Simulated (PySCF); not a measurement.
Species: C6H7N2 (doublet state).
Z-matrix (Å and degrees, GFN2-xTB geometry), rows numbered from 1:
```
H 
N   1  1.0169
C   2  1.2461  1  116.49
C   3  1.5400  2  130.68  1    -0.14
C   4  1.5498  3  102.70  2   176.00
C   5  1.5178  4  105.10  3   -60.51
N   6  1.2706  5  110.57  4    65.56
C   7  1.4169  6  105.62  5     2.75
C   8  1.5322  3  103.54  2   145.08
H   4  1.0910  3  111.15  2    54.39
H   4  1.0908  3  109.59  2   -66.23
H   5  1.0876  4  115.40  3   168.25
H   6  1.0767  5  126.52  4  -110.84
H   9  1.0885  5  113.55  4  -173.28
H   9  1.0873  5  114.51  4    58.58
```

The hyperfine couplings belong to this conformer and change with its torsions.

The species is `[H]/N=C1\C[C@H]2C=N[C]1C2` [radical].

Level of theory: UKS B3LYP, pcH-1 on C H N, non-relativistic, mean-field spin-orbit, GIAO (PySCF 2.14.0). Isolated species at its GFN2-xTB geometry, gas phase. A GFN2-xTB geometry isn't a minimum of the functional, and hyperfine couplings can be far from their values at a DFT geometry. No stability test was run, so a lower SCF solution isn't excluded.

Question: The isotropic 13C couplings are +422.5, +65.8, +28.3, +20.4, +13.9, +2.3 MHz. Assign them to C3; C4; C5; C6; C8; C9.

Answer: 
```csv
site,a_iso (MHz),ρ(0) (bohr⁻³),position,distance from C8 (Å),spin population,largest |T| (MHz)
C3,+2.3,+0.0020,1 bond from C8,1.49,-0.03,7.3
C4,+20.4,+0.0181,2 bonds from C8,2.35,+0.04,7.1
C5,+28.3,+0.0252,2 bonds from C8,2.19,+0.04,7.0
C6,+65.8,+0.0586,2 bonds from C8,2.14,+0.06,11.2
C8,+422.5,+0.3759,largest spin population,0.00,+0.90,140.6
C9,+13.9,+0.0124,1 bond from C8,1.53,-0.02,10.2
```

ρ(0) is the spin density at the nucleus and T the dipolar tensor. The largest Mulliken spin population is on C8 (+0.90). The angles at C8 add up to 314.5°, so it is pyramidal.
